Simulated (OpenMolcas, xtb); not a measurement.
# BGeSiH4F (SMILES F[SiH]1[BH][GeH2]1): methods side by side

BGeSiH4F has 8 atoms, charge 0, and is taken as a singlet. As SMILES, `F[SiH]1[BH][GeH2]1`. The shape is that of a PBE0-D4/def2-TZVP optimisation.

Quantity: the vertical energy of the triplet above the singlet, in eV. The values are calculated.

```json
{"level": "GFN1-xTB", "kind": "semi-empirical", "program": "xtb", "value (eV)": "2.34"}
{"level": "HF/def2-SVP", "kind": "Hartree–Fock", "program": "OpenMolcas", "value (eV)": "1.17"}
{"level": "SVWN5/def2-SVP", "kind": "LDA", "program": "OpenMolcas", "value (eV)": "2.14"}
{"level": "BLYP/def2-SVP", "kind": "GGA", "program": "OpenMolcas", "value (eV)": "2.04"}
{"level": "PBE/def2-SVP", "kind": "GGA", "program": "OpenMolcas", "value (eV)": "1.96"}
{"level": "M06-L/def2-SVP", "kind": "meta-GGA", "program": "OpenMolcas", "value (eV)": "2.05"}
{"level": "M06-2X/def2-SVP", "kind": "hybrid meta-GGA", "program": "OpenMolcas", "value (eV)": "1.75"}
```

All-electron rows without a relativistic Hamiltonian named are non-relativistic. The values span 1.17 to 2.34 eV. GFN1-xTB: no spin polarisation, so open shells miss the exchange term that lowers them. The upper state's dipole differs much between rows, so they may not all be the same state.
